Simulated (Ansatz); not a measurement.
System: MoCl2 (charge 0, quintet). The spin state was set by rule; other spins were not relaxed. 
Geometry from a B3LYP-D3(BJ)/def2-TZVP (Ansatz, a first-principles code) optimisation:
```
Mo
Cl 1 2.2773
Cl 1 2.2773 2 131.44
```
Charge 0, spin multiplicity 5.

Property: atomisation energy (electronic, to ground-state atoms), in eV. Cores are frozen in the correlated levels unless marked. UHF or UKS for open shells. No spin-orbit coupling. Frozen are the shells of the preceding noble gas and the d and f shells that filled before the atom's block. In def2 rows, elements after Kr have scalar-relativistic effective core potentials. The coupled-cluster limit lacks core correlation, which all-electron functionals hold. CBS(X,Y): correlation extrapolated as X^-3; Hartree-Fock from the larger set. [CCSD(T)-MP2]/basis is that difference in the basis named.

```json
[
 {"level": "PBE0/def2-TZVPD", "program": "Ansatz", "atomisation energy (eV)": "7.68"},
 {"level": "CAM-B3LYP-D4/def2-TZVPD", "program": "Ansatz + dftd4", "atomisation energy (eV)": "7.92"},
 {"level": "MP2/def2-TZVPPD", "program": "Ansatz", "atomisation energy (eV)": "7.69"},
 {"level": "RI-MP2/def2-QZVPP", "program": "Ansatz", "atomisation energy (eV)": "7.91"},
 {"level": "SCS-MP2/def2-SVPD", "program": "Ansatz", "atomisation energy (eV)": "7.27"},
 {"level": "SCS-MP2/def2-TZVPP", "program": "Ansatz", "atomisation energy (eV)": "7.95"},
 {"level": "RI-MP2/CBS(def2-TZVPPD,def2-QZVPPD)+[CCSD(T)-MP2]/def2-TZVPPD", "program": "Ansatz", "atomisation energy (eV)": "7.84"}
]
```
